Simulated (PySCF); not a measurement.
Gas-phase reaction: MoO₃ + 2 H + O = MoO₂(OH)₂

Computed with PySCF and rigid-rotor harmonic-oscillator thermochemistry at 1 bar. S°(298 K) at PBE0/def2-TZVP differs from the NASA 1993 table for MoO₃ (+7 J/mol/K); whether the harmonic model or the table's entry is off was not settled. † marks an energy on the PBE0/def2-TZVP geometry and frequencies; other levels use their own. MP2 and CCSD(T) freeze the core. Open shells (unrestricted): H (multiplicity 2), O (multiplicity 3, electronic degeneracy 9); the rest are closed-shell singlets. Spin-orbit splitting is ignored; it lowers the true energy and changes the entropy of O. Mo: scalar-relativistic def2 core potential, no spin-orbit coupling. No R ln 2 is added for the mirror-image form of MoO₂(OH)₂. MP2 isn't extrapolated to the basis-set limit; its ΔH°(298 K) is -1112.8 kJ in def2-SVP and -1168.7 kJ in def2-TZVPP. CCSD(T) isn't extrapolated to the basis-set limit; its ΔH°(298 K) is -1131.2 kJ in def2-SVP and -1184.2 kJ in def2-TZVPP. The harmonic model lacks anharmonicity and excited electronic states, which grow with temperature; levels with a mode under 35 cm⁻¹ are left out. Strong static correlation: MoO₃. Warning, large T1 diagnostic: MoO₂(OH)₂, MoO₃ (CCSD(T)/def2-TZVPP†).

ΔH° and ΔS° at 298 K: CCSD(T)/def2-TZVPP† -1184 kJ, -344 J/K; MP2/def2-TZVPP† -1169 kJ, -344 J/K; PBE0/def2-QZVP† -1200 kJ, -344 J/K; PBE0/def2-SVP† -1192 kJ, -344 J/K; PBE0/def2-TZVP -1188 kJ, -344 J/K.

Question: With the heat capacities included, give log10 K (1 bar) at 500, 1000, 1200, 1400, 1800 K from CCSD(T)/def2-TZVPP†, MP2/def2-TZVPP†, PBE0/def2-QZVP†, PBE0/def2-SVP†, PBE0/def2-TZVP.

Answer: 
| T (K) | CCSD(T)/def2-TZVPP† | MP2/def2-TZVPP† | PBE0/def2-QZVP† | PBE0/def2-SVP† | PBE0/def2-TZVP |
|---|---|---|---|---|---|
| 500 | 105.6 | 104.0 | 107.3 | 106.4 | 106.0 |
| 1000 | 43.5 | 42.7 | 44.4 | 43.9 | 43.7 |
| 1200 | 33.2 | 32.5 | 33.8 | 33.5 | 33.3 |
| 1400 | 25.8 | 25.2 | 26.3 | 26.0 | 25.9 |
| 1800 | 15.9 | 15.4 | 16.3 | 16.1 | 16.0 |
